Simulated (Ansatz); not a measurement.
```yaml
crystal:
  periodic: [false, false, false]
  atoms:
    - {symbol: B, position_ang: [-0.145911, -2.044182, 0.957126]}
    - {symbol: h, position_ang: [1.177398, -0.531186, 0.813173]}
    - {symbol: B, position_ang: [0.533089, 0.295409, -0.887201]}
    - {symbol: Si, position_ang: [-0.905691, 1.691721, -0.899608]}
    - {symbol: F, position_ang: [-1.950137, 1.454602, -2.081412]}
    - {symbol: F, position_ang: [-1.761313, 1.652298, 0.446158]}
    - {symbol: H, position_ang: [0.130966, -3.138916, 0.568603]}
    - {symbol: H, position_ang: [-1.239693, -1.844868, 1.391267]}
    - {symbol: H, position_ang: [1.020502, 0.406480, 1.960964]}
    - {symbol: H, position_ang: [2.586883, -1.004132, 0.734019]}
    - {symbol: H, position_ang: [0.995808, -0.060579, -1.930860]}
    - {symbol: H, position_ang: [-0.365102, 3.068252, -1.038328]}
basis:
  gaussian: {orbitals: def2-SVP}
hamiltonian: {xc: {name: SPW92}}
```

```sh
$ ansatz run in.yaml --threads 4 --pin off --events-out ev --progress --plain --max-ram 10444MiB
```

(1) How does Ansatz answer? (An estimate is asked.)

Results:

(1) The calculation gave: The program refused the input.
```
Error: YAML parse error: error: line 5 column 16: `h` is not an element symbol (H … Og, case-exact)
 --> <input>:5:16
3 |   atoms:
4 |     - {symbol: B, position_ang: [-0.145911, -2.044182, 0.957126]}
5 |     - {symbol: h, position_ang: [1.177398, -0.531186, 0.813173]}
6 |     - {symbol: B, position_ang: [0.533089, 0.295409, -0.887201]}
7 |     - {symbol: Si, position_ang: [-0.905691, 1.691721, -0.899608]}
```
